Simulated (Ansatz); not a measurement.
Stepwise reaction of `[SH][Al]([SH])[Br]` with hydrogen chloride, as a gas-phase model of exchange steps in deposition or etching. ΔE in kJ/mol; ΔG adds harmonic PBE0-D4 terms to CCSD(T)/CBS, at 1 bar.

Gas-phase electronic energies from Ansatz, PBE0-D4/def2-TZVP geometries. CCSD(T)/CBS is the MP2 limit (def2-TZVPP, def2-QZVPP) plus CCSD(T) − MP2 in def2-TZVPP, frozen cores. This one scheme is used for every species. DFT in def2-TZVPP. B3LYP here is the variant with VWN-RPA as its local correlation; programs differ in this. For Br outer-core shells are correlated without core-valence functions, which leaves a few kJ/mol of doubt a bond. Scalar relativity is left out up to krypton. One conformer a species, not always the lowest.

```
step                                                 reaction  PBE-D4  B3LYP-D4  ωB97M-V  CCSD(T)/CBS  ΔG(600 K)
   1  `[SH][Al]([SH])[Br]` + HCl → `[SH][Al]([Cl])[Br]` + H₂S   -42.4     -48.6    -49.5        -47.5      -53.1
```

Task: Give the row of step 2, `[SH][Al]([Cl])[Br]` + HCl → `[Cl][Al]([Cl])[Br]` + H₂S. (Best estimate.)

Result: The calculation gave: 
| step | reaction | PBE-D4 | B3LYP-D4 | ωB97M-V | CCSD(T)/CBS | ΔG(600 K) |
| --- | --- | --- | --- | --- | --- | --- |
| 2 | `[SH][Al]([Cl])[Br]` + HCl → `[Cl][Al]([Cl])[Br]` + H₂S | -35.5 | -42.1 | -42.7 | -41.5 | -42.4 |

Task: By hand: ΔE of the 2 steps together at CCSD(T)/CBS.

Result: (-47.5) + (-41.5) = -89.0 kJ/mol, or -44.5 kJ/mol a step.

In ΔE each step is higher than the one before. All are downhill at CCSD(T)/CBS. ΔG lies between -53.1 and -42.4 kJ/mol a step. PBE-D4 differs from CCSD(T)/CBS by 5.1 to 6.0 kJ/mol a step. Isolated molecules leave out the surface, adducts and barriers. Largest T1 diagnostic: 0.009.
